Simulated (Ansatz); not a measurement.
A structure relaxed at PBE-D4/def2-SVP in Ansatz, charge 1, doublet:

```xyz
9

Sn   -1.654    0.714    2.010
Sn    0.425    2.189    0.470
Sn   -0.560   -2.089   -1.676
Sn    0.158    2.636   -2.294
Sn    2.226    0.065    1.525
Cl    1.629   -1.783   -0.326
Cl   -2.143   -1.154    0.147
Cl    0.278   -0.695    3.155
Cl   -0.359    0.118   -3.011
```

**Question.** Give its formula and point group.

**Answer.** the cluster Sn5Cl4⁺. Point group Cs (tolerance 0.1 Å).

**Question.** Summarise the bond lengths by kind (pairs closer than 1.2 times the sum of covalent radii, bridged metal pairs left out).

**Answer.** 8 × Cl–Sn 2.59 to 2.68 Å; 3 × Sn–Sn 2.81 to 2.98 Å.

In the def2 sets Sn takes a core potential; there is no spin–orbit coupling. Another isomer (doublet) lies 0.16 eV lower at PBE0-D4/def2-SVP; other spin states weren't run for this one.
